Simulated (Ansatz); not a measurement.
| atom | x (Å) | y (Å) | z (Å) |
| --- | --- | --- | --- |
| Cl | 0.0000 | 0.0000 | 0.0000 |
| Cl | 0.0000 | 0.0000 | 1.9880 |

Basis set: cc-pVDZ (spherical functions). Correlated methods keep 10 orbitals frozen. Charge 0, multiplicity 1.

Computed with Ansatz (development build ahead of 0.2.0); the reference of a correlated method needn't be the lowest determinant of its kind. Restricted open shells among the atoms or ions are ROHF, correlated in semicanonical orbitals with singles.

Q: Give the atomization energy at this shape (free ground-state atoms in the same class of orbitals less the molecule, no zero-point energy) of singlet Cl2 by RHF-CCSD(T), RHF-CCSD.

A:

```csv
method,atomization energy
RHF-CCSD(T),40.86 kcal/mol
RHF-CCSD,38.49 kcal/mol
```

Caution: no unrestricted run beside it, a lower state can exist.
